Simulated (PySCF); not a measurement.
How methods differ on the ionisation energy of Kr⁺

Kr⁺ [Ar] 3d10 4s2 4p5 (2P) → Kr²⁺ [Ar] 3d10 4s2 4p4 (3P), as a difference of total energies. Calculation: PySCF 2.14, in aug-cc-pwCVDZ-PP with ECP10MDF; scalar relativity through the core potential. Correlated levels: valence: 3s2 3p6 3d10 frozen. The calculations carry no spin-orbit coupling.

| method | ionisation energy (eV) |
| --- | --- |
| UHF | 23.242 |
| MP2 (valence) | 23.878 |
| SCS-MP2 (valence) | 23.855 |
| CCSD (valence) | 23.839 |
| CCSD(T) (valence) | 23.853 |

Question: How much does correlation contribute at CCSD(T) (valence)?

Answer: 23.853 − (23.242) = 0.611 eV, measured against UHF.

The reference lies between the lowest fine-structure levels, while these numbers refer to the centres of the terms.

Errors of the correlated levels include the incompleteness of this basis and the frozen core.

For comparison: 24.360 eV (measured; NIST Atomic Spectra Database, ionization energies).
